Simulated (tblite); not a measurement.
Species: CH9ClGe3O.
Numbering: `[Cl:1][GeH2:2][GeH2:3][O:4][CH2:5][GeH3:6]` (hydrogens: H7, H8 on Ge2; H9, H10 on Ge3; H11, H12 on C5; H13, H14, H15 on Ge6)

Computed with GFN2-xTB (tblite), gas phase: L-BFGS steps from a force-field or distance-geometry start until the largest atomic force falls under 0.01 eV/Å.

Step 42: E = -576.4237 eV
```
atom  x, y, z in Å  |  force x, y, z in eV/Å
Cl1     2.3724   -0.3181    2.5734   -0.039  -0.010   0.060
Ge2     2.9180   -0.0258    0.5670   -0.028  -0.029  -0.034
Ge3     1.0633    0.5574   -0.8787    0.040  -0.061  -0.036
O4     -0.1905   -0.6673   -0.9205   -0.018   0.029  -0.036
C5     -1.1798   -0.9515    0.0496    0.013   0.025  -0.018
Ge6    -2.7254    0.2973   -0.0210   -0.019   0.004   0.038
H7      3.9950    1.0451    0.5929    0.042   0.030   0.009
H8      3.6578   -1.2970    0.1547   -0.026   0.023   0.001
H9      1.4141    0.5107   -2.3407    0.011  -0.005  -0.025
H10     0.4327    1.9109   -0.5772   -0.037   0.040   0.022
H11    -1.5459   -1.9595   -0.1761   -0.002  -0.012   0.021
H12    -0.7583   -0.9775    1.0606   -0.003  -0.003  -0.006
H13    -2.4514    1.6018    0.6694    0.024  -0.028  -0.032
H14    -3.9087   -0.3166    0.6619    0.021   0.003  -0.002
H15    -3.0978    0.5982   -1.4373    0.021  -0.007   0.038
```

Step 43: E = -576.4247 eV
```
atom  x, y, z in Å  |  force x, y, z in eV/Å
Cl1     2.3719   -0.3220    2.5787   -0.043  -0.006   0.062
Ge2     2.9134   -0.0274    0.5722   -0.051  -0.027  -0.054
Ge3     1.0635    0.5568   -0.8818    0.028  -0.040  -0.035
O4     -0.1916   -0.6670   -0.9283   -0.025   0.037  -0.021
C5     -1.1756   -0.9497    0.0475    0.001   0.034  -0.016
Ge6    -2.7239    0.2967   -0.0163   -0.004   0.024   0.005
H7      3.9868    1.0451    0.5927    0.057   0.040   0.015
H8      3.6515   -1.2975    0.1584   -0.016   0.012  -0.003
H9      1.4155    0.5129   -2.3445    0.016  -0.008  -0.013
H10     0.4282    1.9108   -0.5822   -0.023   0.021   0.020
H11    -1.5443   -1.9562   -0.1751   -0.011  -0.050   0.007
H12    -0.7498   -0.9773    1.0562    0.010   0.007   0.006
H13    -2.4481    1.6044    0.6685    0.018  -0.038  -0.028
H14    -3.9074   -0.3170    0.6669    0.027   0.005   0.000
H15    -3.0946    0.5955   -1.4348    0.017  -0.010   0.055
```

Step 44: E = -576.4256 eV
```
atom  x, y, z in Å  |  force x, y, z in eV/Å
Cl1     2.3697   -0.3259    2.5849   -0.041   0.001   0.041
Ge2     2.9074   -0.0291    0.5764   -0.056  -0.006  -0.045
Ge3     1.0633    0.5555   -0.8853    0.000  -0.003  -0.027
O4     -0.1927   -0.6675   -0.9362   -0.034   0.036  -0.009
C5     -1.1714   -0.9484    0.0454   -0.012   0.023  -0.006
Ge6    -2.7209    0.2971   -0.0119    0.017   0.027  -0.023
H7      3.9785    1.0468    0.5919    0.053   0.029   0.022
H8      3.6437   -1.2980    0.1615   -0.003  -0.002  -0.007
H9      1.4159    0.5169   -2.3483    0.021  -0.011  -0.007
H10     0.4213    1.9098   -0.5843   -0.002  -0.009   0.013
H11    -1.5433   -1.9543   -0.1729   -0.011  -0.065  -0.007
H12    -0.7406   -0.9779    1.0518    0.018   0.018   0.011
H13    -2.4414    1.6071    0.6659    0.012  -0.037  -0.019
H14    -3.9045   -0.3156    0.6713    0.028   0.007   0.005
H15    -3.0892    0.5917   -1.4321    0.009  -0.009   0.059
```

Step 45: E = -576.4263 eV
```
atom  x, y, z in Å  |  force x, y, z in eV/Å
Cl1     2.3669   -0.3288    2.5899   -0.036   0.009   0.008
Ge2     2.9019   -0.0304    0.5785   -0.039   0.019  -0.018
Ge3     1.0629    0.5546   -0.8881   -0.029   0.027  -0.018
O4     -0.1939   -0.6676   -0.9420   -0.040   0.031  -0.003
C5     -1.1687   -0.9475    0.0440   -0.019  -0.002   0.004
Ge6    -2.7180    0.2981   -0.0092    0.030   0.009  -0.029
H7      3.9729    1.0490    0.5911    0.034   0.004   0.026
H8      3.6373   -1.2986    0.1634    0.006  -0.011  -0.009
H9      1.4168    0.5199   -2.3509    0.023  -0.012  -0.005
H10     0.4160    1.9089   -0.5849    0.015  -0.031   0.006
H11    -1.5432   -1.9539   -0.1709   -0.001  -0.050  -0.013
H12    -0.7336   -0.9782    1.0487    0.018   0.026   0.006
H13    -2.4355    1.6086    0.6637    0.010  -0.024  -0.008
H14    -3.9012   -0.3145    0.6741    0.028   0.009   0.010
H15    -3.0851    0.5885   -1.4294    0.001  -0.002   0.044
```

**Question.** Estimate the geometry and energy of step 46. (The exact step hangs on the optimiser's Hessian estimate; all steps are aligned on step 45, rigid shifts and turns removed.)

**Answer.** E = -576.4268 eV, largest force 0.060 eV/Å
```
atom  x, y, z in Å  |  force x, y, z in eV/Å
Cl1     2.3644   -0.3307    2.5934   -0.032   0.015  -0.019
Ge2     2.8976   -0.0309    0.5796   -0.015   0.033   0.009
Ge3     1.0627    0.5544   -0.8905   -0.046   0.037  -0.013
O4     -0.1958   -0.6662   -0.9462   -0.039   0.024  -0.003
C5     -1.1675   -0.9466    0.0430   -0.018  -0.027   0.010
Ge6    -2.7162    0.2989   -0.0076    0.029  -0.014  -0.015
H7      3.9702    1.0505    0.5913    0.012  -0.020   0.027
H8      3.6331   -1.2991    0.1646    0.008  -0.010  -0.009
H9      1.4193    0.5203   -2.3527    0.021  -0.012  -0.004
H10     0.4140    1.9086   -0.5861    0.022  -0.037   0.001
H11    -1.5431   -1.9540   -0.1699    0.012  -0.025  -0.013
H12    -0.7287   -0.9775    1.0465    0.013   0.027  -0.004
H13    -2.4324    1.6087    0.6629    0.011  -0.008   0.003
H14    -3.8983   -0.3148    0.6760    0.027   0.011   0.014
H15    -3.0837    0.5864   -1.4262   -0.006   0.005   0.016
```

The energy changes by -0.0005 eV. The first-order estimate −F·Δx gives -0.0007 eV and the mean of the old and new forces, exact on a quadratic surface, -0.0005 eV. The step makes an angle of 70° with the force vector and moves no atom by more than 0.005 Å.

The cost below is that of the whole relaxation. Time: 2.5 s. Hardware: one thread, Arm Neoverse N1 (aarch64), no GPU, shared host with 64 logical CPUs at a one-minute load of 55.
